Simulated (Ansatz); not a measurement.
Isolated molecules relaxed with PBE0-D4/def2-TZVP in Ansatz; ΔE leaves out vibrations. CCSD(T)/CBS is the MP2 limit (def2-TZVPP, def2-QZVPP) plus CCSD(T) − MP2 in def2-TZVPP, frozen cores. This one scheme is used for every species. DFT in def2-TZVPP. For Ge outer-core shells are correlated without core-valence functions, which leaves a few kJ/mol of doubt a bond. Scalar relativity is left out up to krypton. Each species was taken in one conformer, which may not be the lowest.

Reaction (redistribution): `N[Si](O)(Cl)Cl` + `C=C[SiH2][GeH3]` → `C=C[Si](O)(Cl)Cl` + `N[SiH2][GeH3]`

`N[Si](O)(Cl)Cl`:

Cartesian coordinates in Å:
```
N -0.109 -1.181 -0.323
Si -0.165 0.415 0.235
O 0.919 1.350 -0.534
Cl -1.934 1.385 -0.057
Cl 0.177 0.313 2.247
H -0.284 -1.379 -1.296
H -0.427 -1.928 0.273
H 1.823 1.025 -0.543
```

`C=C[SiH2][GeH3]`:

```xyz
12

C    -0.965   -2.044   -0.679
C    -1.118   -0.827   -0.165
Si    0.145   -0.015    0.934
Ge    1.094    1.887   -0.143
H    -1.707   -2.491   -1.335
H    -0.089   -2.649   -0.464
H    -2.019   -0.269   -0.419
H     1.217   -1.001    1.244
H    -0.480    0.436    2.208
H    -0.007    2.890   -0.535
H     2.091    2.612    0.779
H     1.836    1.472   -1.425
```

`C=C[Si](O)(Cl)Cl`:

Z-matrix (Å, degrees):
```
Si
C 1 1.833
Cl 1 2.049 2 110.8
O 1 1.625 2 108.2 3 -121.3
Cl 1 2.049 2 110.8 3 117.4
C 2 1.330 1 122.2 3 121.2
H 2 1.087 1 118.2 3 -58.7
H 4 0.959 1 118.7 2 179.6
H 6 1.085 2 121.6 1 0.0
H 6 1.086 2 121.7 1 -180.0
```

`N[SiH2][GeH3]`:

Cartesian coordinates in Å:
```
N -0.581 1.685 -0.272
Si 0.049 0.468 0.772
Ge 0.243 -1.555 -0.464
H -0.151 1.847 -1.168
H -0.928 2.546 0.119
H -0.910 0.306 1.897
H 1.382 0.764 1.384
H 1.068 -1.324 -1.745
H -1.133 -2.098 -0.884
H 0.960 -2.639 0.361
```

Q: Is it downhill or uphill in electronic energy at CCSD(T)/CBS, and by how much? (Best estimate.)

A: Ansatz gave: Uphill: ΔE = +0.18 eV.

Q: What do these levels give: PBE-D4, r2SCAN-D4, SCS-MP2/def2-TZVPP, HF/def2-QZVPP, SCS-MP2/def2-QZVPP, HF/CBS(def2)? (Best estimate.)

A: Computed: PBE-D4 0.18, r2SCAN-D4 0.19, SCS-MP2/def2-TZVPP 0.17, HF/def2-QZVPP 0.17, SCS-MP2/def2-QZVPP 0.17, HF/CBS(def2) 0.17 eV.

Largest T1 diagnostic among the species: 0.012.
